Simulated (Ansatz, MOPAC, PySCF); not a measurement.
Spectroscopic constants of MgH+, closed-shell singlet (lowest of 2S+1 = 1, 3 at CCSD(T)/def2-TZVPP on PBE0 minima; our sources give no spin for the ground state, which may be another).

Constants: fifth-degree fit in 1/R to seven points, most abundant isotopes. In def2 and cc sets the state is the lowest found near the PBE0 minimum, followed along R. The singlet is held restricted. HF and MP2 rows in def2 and cc sets belong to the determinant that coupled cluster picked by its CCSD energy.

Correlated levels freeze the inner cores; with def2 sets outer-core shells near the valence are correlated too. Rows in 6-31G* carry no dispersion term and start afresh at each structure (6-31G* with six Cartesian d functions). The state that PM3 reach isn't checked.

Programs: Ansatz (Gaussian orbitals); MOPAC for PM3 (differences of heats of formation); PySCF for 6-31G* rows. 

```csv
level,r_e (Å),ω_e (cm⁻¹),ω_e x_e (cm⁻¹)
PM3,1.698,(withheld),67
HF/def2-QZVPP,1.646,1816,22
PBE/def2-TZVPP,1.673,1643,25
B3LYP/6-31G*,1.669,1690,24
B3LYP/def2-TZVPP,1.656,1701,25
wB97M-V/def2-TZVPP,1.643,1765,23
CCSD/def2-TZVPP,1.656,1677,30
CCSD(T)/def2-QZVPP,(withheld),(withheld),37
```

Question: Complete the blanks.

Answer: 
- CCSD(T)/def2-QZVPP, r_e (Å): 1.648
- CCSD(T)/def2-QZVPP, ω_e (cm⁻¹): 1731
- PM3, ω_e (cm⁻¹): 2035

Ansatz is an electronic-structure program.
